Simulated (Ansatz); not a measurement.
`C[SiH2][SiH](F)Cl`. Total charge 0; spin multiplicity 1. All single points use the PBE0-D4/def2-TZVP geometry. It is one conformer, not always the lowest.

```xyz
11

C    -0.025   -0.519    1.639
Si    0.655   -0.655   -0.100
Si   -0.322    0.966   -1.475
F     0.050    2.430   -0.949
Cl   -2.365    0.774   -1.352
H    -1.111   -0.632    1.634
H     0.216    0.455    2.071
H     0.400   -1.294    2.280
H     0.340   -1.978   -0.707
H     2.132   -0.471   -0.127
H     0.030    0.924   -2.915
```

(1) What is the dipole moment at PBE/def2-TZVPP? (Best estimate.)

(2) And with r2SCAN, B3LYP, ωB97M-V? (Estimate.)

(3) Give the Mulliken charges with PBE, r2SCAN, B3LYP in def2-TZVPP. (An estimate is asked.)

Results:

(1) Ansatz gave: 1.71 D, with components (0.76, -1.27, 0.86) D in this frame, pointing from negative to positive charge.

(2) The calculation gave: r2SCAN 1.76 D, B3LYP 1.79 D, ωB97M-V 1.79 D.

(3) Ansatz gave: 
```tsv
atom	PBE	r2SCAN	B3LYP
C1	-0.37	-0.30	-0.39
Si2	0.14	0.21	0.20
Si3	0.54	0.62	0.61
F4	-0.27	-0.31	-0.31
Cl5	-0.22	-0.25	-0.25
H6	0.12	0.09	0.12
H7	0.12	0.09	0.12
H8	0.12	0.09	0.11
H9	-0.05	-0.07	-0.06
H10	-0.05	-0.07	-0.07
H11	-0.07	-0.09	-0.08
```

B3LYP here is the variant with VWN-RPA as its local correlation; programs differ in this.
